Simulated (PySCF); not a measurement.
2-bromobenzotrifluoride, C7H4BrF3.
Bonds: F1–C2, C2–F3, C2–F4, C2–C5, C5–C6 (aromatic), C6–C7 (aromatic), C7–C8 (aromatic), C8–C9 (aromatic), C9–C10 (aromatic), C10–Br11, C5–C10 (aromatic). Hydrogens: H12 on C6; H13 on C7; H14 on C8; H15 on C9.

Computed by this run: PBE0-D3(BJ)/def2-SVP geometry optimisation, gas phase in PySCF; density fitting, grid level 2; the optimiser is geomeTRIC in internal coordinates, started from a GFN2-xTB structure.

Step 0: E = -85477.3938 eV
```
atom  x, y, z in Å  |  force x, y, z in eV/Å
F1     -2.8291    0.2842    0.7605    0.339  -0.078  -0.153
C2     -2.1249   -0.3706   -0.1761   -0.955  -0.161  -0.074
F3     -2.6088    0.0166   -1.3667    0.303  -0.030   0.220
F4     -2.4495   -1.6653   -0.0468    0.321   0.073   0.021
C5     -0.6419   -0.1389   -0.0517   -0.573  -0.033  -0.053
C6      0.2061   -1.2163    0.1744   -0.006   0.161  -0.021
C7      1.5701   -1.0183    0.2899    0.008   0.009   0.002
C8      2.0963    0.2583    0.1804   -0.069  -0.107   0.005
C9      1.2617    1.3377   -0.0443   -0.135   0.101  -0.024
C10    -0.1067    1.1427   -0.1605   -0.271   0.412  -0.080
Br11   -1.2132    2.6539   -0.4671    0.275  -0.091   0.039
H12    -0.2111   -2.2078    0.2586   -0.206  -0.382   0.028
H13     2.2187   -1.8615    0.4651    0.314  -0.393   0.085
H14     3.1599    0.4177    0.2694    0.480   0.080   0.041
H15     1.6625    2.3352   -0.1307    0.173   0.437  -0.037
```

Step 1: E = -85477.4140 eV
```
atom  x, y, z in Å  |  force x, y, z in eV/Å
F1     -2.9264    0.3419    0.6182   -0.082   0.025   0.103
C2     -2.1508   -0.3877   -0.1703    0.455  -0.088  -0.316
F3     -2.4974   -0.1423   -1.4387   -0.181   0.040   0.069
F4     -2.4190   -1.6756    0.0675   -0.169   0.044   0.066
C5     -0.6735   -0.1116    0.0144   -0.024   0.007   0.022
C6      0.1863   -1.1969    0.1985   -0.024  -0.083   0.001
C7      1.5643   -1.0237    0.2617    0.033  -0.043   0.008
C8      2.1008    0.2554    0.1580    0.071   0.022   0.012
C9      1.2607    1.3518   -0.0081    0.029   0.052  -0.027
C10    -0.1194    1.1721   -0.0953    0.040  -0.039  -0.010
Br11   -1.1652    2.7063   -0.4060   -0.087   0.022   0.018
H12    -0.2428   -2.1979    0.2741    0.015   0.048  -0.002
H13     2.2176   -1.8916    0.3776   -0.023   0.023   0.033
H14     3.1828    0.4077    0.1945   -0.036   0.000   0.029
H15     1.6721    2.3599   -0.0915   -0.015  -0.029  -0.005
```

Step 2: E = -85477.4210 eV
```
atom  x, y, z in Å  |  force x, y, z in eV/Å
F1     -2.8755    0.3639    0.6514   -0.062   0.122   0.193
C2     -2.1515   -0.3773   -0.1779   -0.008  -0.141  -0.114
F3     -2.5571   -0.0962   -1.4209    0.068  -0.046   0.047
F4     -2.4753   -1.6513    0.0654    0.156  -0.060  -0.056
C5     -0.6649   -0.1391   -0.0204    0.043   0.054  -0.096
C6      0.2046   -1.2163    0.1706   -0.135  -0.008   0.047
C7      1.5791   -1.0231    0.2671    0.018  -0.037   0.006
C8      2.1080    0.2609    0.1707   -0.023   0.004  -0.008
C9      1.2613    1.3481   -0.0237   -0.031  -0.058   0.016
C10    -0.1152    1.1463   -0.1237   -0.026   0.137  -0.005
Br11   -1.1916    2.6681   -0.4104    0.037   0.075  -0.026
H12    -0.2142   -2.2198    0.2495   -0.025  -0.026  -0.012
H13     2.2369   -1.8816    0.4154   -0.002  -0.004   0.007
H14     3.1856    0.4244    0.2428   -0.001  -0.009   0.008
H15     1.6599    2.3608   -0.1012   -0.007  -0.004  -0.008
```

Question: Estimate the geometry and energy of step 3. (The exact step hangs on the optimiser's Hessian estimate; all steps are aligned on step 2, rigid shifts and turns removed.)

Answer: E = -85477.4275 eV, largest force 0.221 eV/Å
```
atom  x, y, z in Å  |  force x, y, z in eV/Å
F1     -2.8524    0.3155    0.6976   -0.027   0.145   0.096
C2     -2.1381   -0.3905   -0.1759   -0.205   0.064   0.016
F3     -2.6001   -0.1007   -1.3960    0.108  -0.025   0.045
F4     -2.4193   -1.6763    0.0594    0.073  -0.051  -0.107
C5     -0.6581   -0.1166   -0.0488   -0.128  -0.122  -0.132
C6      0.1926   -1.2069    0.1475    0.104   0.099   0.104
C7      1.5667   -1.0269    0.2707   -0.034   0.066  -0.014
C8      2.0990    0.2570    0.1810    0.008  -0.029  -0.006
C9      1.2655    1.3516   -0.0339   -0.040   0.015   0.022
C10    -0.1129    1.1724   -0.1490    0.014  -0.062   0.018
Br11   -1.1780    2.7063   -0.4351    0.056  -0.117   0.001
H12    -0.2417   -2.2038    0.2239    0.001  -0.003  -0.018
H13     2.2154   -1.8877    0.4411    0.021  -0.005  -0.013
H14     3.1746    0.4155    0.2794    0.025   0.007  -0.007
H15     1.6770    2.3587   -0.1075    0.023   0.018  -0.004
```

The energy changes by -0.0065 eV. The first-order estimate −F·Δx gives -0.0252 eV and the mean of the old and new forces, exact on a quadratic surface, -0.0060 eV. The step makes an angle of 68° with the force vector and moves no atom by more than 0.071 Å.

What follows is the cost of the whole optimisation. The run took 3.5 min on an Arm Neoverse V1 with one thread, shared host with 64 logical CPUs at a one-minute load of 21, and the process peaked at 1.0 GiB of memory.
